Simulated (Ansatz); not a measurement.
`FCBr` → Br• + `[CH2]F`•  (homolysis of the Br–C bond)

Gas-phase electronic energies from Ansatz, PBE0-D4/def2-TZVP geometries. CCSD(T)/CBS is the MP2 limit (def2-TZVPP, def2-QZVPP) plus CCSD(T) − MP2 in def2-TZVPP, frozen cores. This one scheme is used for every species, atoms too. DFT in def2-TZVPP. B3LYP here is the variant with VWN-RPA as its local correlation; programs differ in this. HSE06 is defined as in plane-wave codes. No spin–orbit coupling; open shells (•) take unrestricted orbitals. Spin–orbit coupling would lower the free atoms: clearly for Br. Bonds to Br are less sure, by a few kJ/mol each and by 10 to 20 or more in all where they break to atoms, as the def2 sets lack core-valence functions. Scalar relativity is left out up to krypton.

`FCBr`:

Z-matrix (Å, degrees):
```
C
F 1 1.352
Br 1 1.935 2 110.7
H 1 1.088 2 109.8 3 117.8
H 1 1.088 2 109.8 3 -117.8
```

`[CH2]F`•:

```xyz
4

C    -0.079    0.083   -0.091
F    -0.335   -0.606    1.018
H     0.005   -0.512   -0.991
H     0.409    1.036    0.064
```

(1) What is ΔE at CCSD(T)/CBS? (Best estimate.)

(2) What do these levels give: LDA (SPW92), B3LYP-D4, HSE06-D4, BHLYP-D4, B3LYP, HSE06, CAM-B3LYP, LC-ωPBE, CCSD/def2-SVP, CCSD/def2-TZVPP, HF/def2-QZVPP, MP2/def2-QZVPP? (Estimate.)

Largest T1 diagnostic among the species: 0.015.

Results:

(1) Ansatz gave: +77.4 kcal/mol.

(2) Ansatz gave: LDA (SPW92) 93.2, B3LYP-D4 71.6, HSE06-D4 74.9, BHLYP-D4 67.6, B3LYP 69.8, HSE06 74.1, CAM-B3LYP 70.3, LC-ωPBE 69.9, CCSD/def2-SVP 65.1, CCSD/def2-TZVPP 70.5, HF/def2-QZVPP 42.5, MP2/def2-QZVPP 80.5 kcal/mol.

The D4 term adds +1.7 kcal/mol with B3LYP and +0.9 kcal/mol with PBE0; it sums over pairs of atoms, weighted by their polarisabilities, and B3LYP, whose exchange is more repulsive, gets the larger term. At CCSD(T), def2-SVP lies −10.0 kcal/mol from the extrapolated value and def2-TZVPP −3.7 kcal/mol: correlation converges slowly with the basis, and small sets miss more of it in the bonded molecule than in its fragments. From BLYP to BHLYP (50 % exact exchange), in def2-TZVPP and without D4, ΔE moves by −3.7 kcal/mol: exact exchange takes away binding that semilocal exchange gives to molecules.
